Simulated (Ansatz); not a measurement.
The cluster Si₂Se. Total charge 0; singlet. Geometry PBE-D4/def2-TZVP.

```xyz
3

Si    0.291   -0.935   -1.940
Si    0.007    0.997    1.931
Se   -0.299   -0.062    0.009
```

The restricted singlet is unstable towards broken spin symmetry in Hartree–Fock (as tested in another run); at PBE-D4/def2-TZVP, r2SCAN-D4/def2-TZVP, PBE0-D4/def2-TZVP, CAM-B3LYP-D4/def2-TZVP and others this wasn't settled. At PBE-D4/def2-TZVP, r2SCAN-D4/def2-TZVP an occupied level lies above an empty one. Another isomer (singlet) lies 2.57 eV lower at PBE0-D4/def2-TZVP; other spin states weren't run for this one.

**Question.** Estimate the orbital energies around the gap (eV) in Ansatz with PBE-D4/def2-TZVP, r2SCAN-D4/def2-TZVP, PBE0-D4/def2-TZVP, CAM-B3LYP-D4/def2-TZVP, ωB97X-V/def2-TZVP.

**Answer.** 
| orbital | PBE-D4/def2-TZVP | r2SCAN-D4/def2-TZVP | PBE0-D4/def2-TZVP | CAM-B3LYP-D4/def2-TZVP | ωB97X-V/def2-TZVP |
| --- | --- | --- | --- | --- | --- |
| HOMO−5 | -12.73 | -13.24 | -14.34 | -15.83 | -17.06 |
| HOMO−4 | -9.69 | -9.97 | -10.94 | -12.32 | -13.34 |
| HOMO−3 | -7.49 | -7.79 | -8.49 | -9.66 | -10.79 |
| HOMO−2 | -7.25 | -7.60 | -8.41 | -9.62 | -10.68 |
| HOMO−1 | -7.17 | -7.41 | -8.14 | -9.26 | -10.20 |
| HOMO | -4.05 | -4.18 | -4.69 | -5.48 | -6.26 |
| LUMO | -4.32 | -4.28 | -3.56 | -2.42 | -1.50 |
| LUMO+1 | -3.26 | -3.17 | -2.45 | -1.39 | -0.68 |
| LUMO+2 | -2.65 | -2.65 | -2.19 | -1.30 | -0.35 |
| LUMO+3 | -1.73 | -1.50 | -0.90 | 0.19 | 1.14 |
| LUMO+4 | 0.79 | 1.34 | 1.57 | 2.48 | 3.43 |
| LUMO+5 | 1.50 | 2.04 | 2.26 | 3.22 | 4.16 |
